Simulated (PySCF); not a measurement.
**Electronic absorption of C5H5FP2**

Species: C₅H₅FP₂.
Z-matrix (Å and degrees, PBE0-D3(BJ)/def2-SVP geometry), rows numbered from 1:
```
C 
C   1  1.5062
C   2  1.3977  1  118.31
C   3  1.3889  2  127.08  1   179.45
P   4  1.7362  3  129.81  2     0.05
C   5  1.7433  4  100.84  3    -0.02
F   6  1.3430  5  114.05  4   179.92
P   6  1.7443  5  132.87  4     0.17
H   1  1.0996  2  111.98  3   173.33
H   1  1.1024  2  110.68  3   -66.55
H   1  1.1014  2  110.94  3    52.54
H   3  1.0976  2  116.33  1    -0.59
H   4  1.0960  3  116.51  2   179.96
```

Computed with TDDFT CAM-B3LYP/def2-SVPD, vertical, gas phase, core orbitals frozen in the response (PySCF).

**Question.** What does the calculation give for the low-lying excited states?

**Answer.** 

| state | E (eV) | λ (nm) | ν̃ (cm⁻¹) | f | main configurations (H = HOMO, L = LUMO) |
| --- | --- | --- | --- | --- | --- |
| S1 | 4.09 | 302.9 | 33020 | 0.0020 | H-1→L (44%), H→L+1 (38%), H→L (12%) |
| S2 | 4.51 | 275.0 | 36360 | 0.018 | H-2→L (98%) |
| S3 | 4.61 | 268.9 | 37200 | 0.062 | H→L (66%), H-1→L+1 (16%), H-1→L (10%) |
| S4 | 4.71 | 263.5 | 37950 | 0.0001 | H-2→L+1 (98%) |
| S5 | 5.25 | 236.0 | 42370 | 0.217 | H-1→L+1 (35%), H→L+1 (29%), H-1→L (21%) |
| S6 | 5.33 | 232.6 | 43000 | 0.377 | H-1→L+1 (39%), H-1→L (21%), H→L+1 (20%) |
| S7 | 5.54 | 223.7 | 44690 | 0.0000 | H-3→L (96%) |
| S8 | 5.84 | 212.2 | 47130 | 0.0091 | H-3→L+1 (98%) |
| S9 | 6.54 | 189.6 | 52740 | 0.0001 | H→L+3 (58%), H→L+2 (26%) |
| S10 | 6.65 | 186.5 | 53630 | 0.0018 | H-1→L+3 (64%), H-1→L+2 (14%) |

Triplets (Tamm–Dancoff): T1 2.77 eV, H→L (65%), H-1→L+1 (21%); T2 3.47 eV, H-1→L (58%), H-1→L+1 (16%), H→L (13%); T3 3.50 eV, H-1→L+1 (39%), H→L+1 (33%), H→L (19%); T4 3.86 eV, H→L+1 (48%), H-1→L (26%), H-1→L+1 (21%).

The lowest singlet lies at 4.09 eV (303 nm, ultraviolet) and is very weak; its leading configuration is HOMO-1→LUMO (44%). The strongest level in the table is S6 at 5.33 eV (233 nm, f = 0.377). Löwdin shares by element: HOMO phosphorus 36%, carbon 36% or more (atoms not listed hold the other 29%); LUMO phosphorus 40%, carbon 37% or more (atoms not listed hold the other 23%). The listed states span 2.56 eV, and the widest gap between neighbours is 0.70 eV (S8 to S9). Orbital energies (eV): HOMO-3 -10.13, HOMO-2 -8.99, HOMO-1 -8.62, HOMO -8.35, LUMO -1.13, LUMO+1 -0.76, LUMO+2 1.18. Weighted by f, the mean energy of these states is 5.23 eV. No computed singlet lies in the visible range (380 to 750 nm); the lowest, at 303 nm, stands 0.83 eV above its violet end (3.26 eV); a Tamm–Dancoff triplet lies at 448 nm, without intensity as long as spin–orbit coupling is left out. All these states lie below the vertical ionisation energy of 9.00 eV (ΔSCF). Singlets were solved by full linear response, triplets in the Tamm–Dancoff approximation.

On one thread of an Arm Neoverse V2, shared host with 96 logical CPUs at a one-minute load of 60, this took 5.5 min of wall time and 1.0 GiB of memory at its peak.
